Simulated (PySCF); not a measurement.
Computed Raman spectrum (relative Raman activity) of a molecule CH4ClFOSi. The structure is a stationary point at B3LYP-D3(BJ)/def2-SVP. Other conformers were not sampled. Calculation: B3LYP-D3(BJ)/def2-SVP (PySCF). Frequencies are harmonic and unscaled.

Lines under 2 % of the strongest are left out, and lines within 2 cm⁻¹ are merged.

```
ν (cm⁻¹)  relative intensity
--------  ------------------
308                      2.2
522                      6.1
718                      5.7
1427                      19
3044                     100
3140                      68
3145                      52
3874                      82
```

Problem. Which structure fits?
A) C[Si](O)(F)Cl
B) CO[Si@H](F)Cl
C) OC[Si@@H](F)Cl
D) O[Si@@H](Cl)CF

Solution. A, C[Si](O)(F)Cl
